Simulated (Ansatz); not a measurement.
Gas-phase electronic energies from Ansatz, PBE0-D4/def2-TZVP geometries. CCSD(T)/CBS is the MP2 limit (def2-TZVPP, def2-QZVPP) plus CCSD(T) − MP2 in def2-TZVPP, frozen cores. This one scheme is used for every species, atoms too. Functionals use def2-TZVPP. B3LYP here is the variant with VWN-RPA as its local correlation; programs differ in this. No spin–orbit coupling; open shells (•) take unrestricted orbitals. Spin–orbit coupling would lower the free atoms: a little for Al, C, O, S. Each species was taken in one conformer, which may not be the lowest.

Consider the atomization: `C[CH2][Al]([SH])[O]C` → Al• + 3 C• + 9 H• + O• + S•.

**Question.** What is ΔE at CCSD(T)/CBS? (An estimate is asked.)

**Answer.** Ansatz gave: +5613.7 kJ/mol.

**Question.** What do these levels give: PBE-D4, B3LYP-D4, ωB97M-V, PBE, r2SCAN, PBE0, HF/def2-TZVPP, SCS-MP2/def2-TZVPP, CCSD/def2-TZVPP, HF/def2-QZVPP, MP2/def2-QZVPP, CCSD/CBS(def2)? (An estimate is asked.)

**Answer.** The calculation gave: PBE-D4 5685.3, B3LYP-D4 5599.1, ωB97M-V 5626.9, PBE 5654.6, r2SCAN 5620.1, PBE0 5584.0, HF/def2-TZVPP 4168.8, SCS-MP2/def2-TZVPP 5527.7, CCSD/def2-TZVPP 5403.6, HF/def2-QZVPP 4175.2, MP2/def2-QZVPP 5629.8, CCSD/CBS(def2) 5540.6 kJ/mol.

Largest T1 diagnostic among the species: 0.018.

In def2-TZVPP, CCSD(T) changes the Hartree–Fock value by +1307.9 kJ/mol (the triples alone add +73.1 kJ/mol) and MP2 by +1380.1 kJ/mol; breaking electron pairs costs correlation energy, which Hartree–Fock lacks. From PBE to PBE0 (25 % exact exchange), in def2-TZVPP and without D4, ΔE moves by −70.6 kJ/mol: exact exchange takes away binding that semilocal exchange gives to molecules. The D4 term adds +49.0 kJ/mol with B3LYP and +26.4 kJ/mol with PBE0; it sums over pairs of atoms, weighted by their polarisabilities, and B3LYP, whose exchange is more repulsive, gets the larger term.

For atomizations the MP2-based limit and the directly extrapolated one differ by several kJ/mol either way, and by 10 to 25 for some Ge, Se and Sn compounds, so smaller differences from it don't rank the levels.
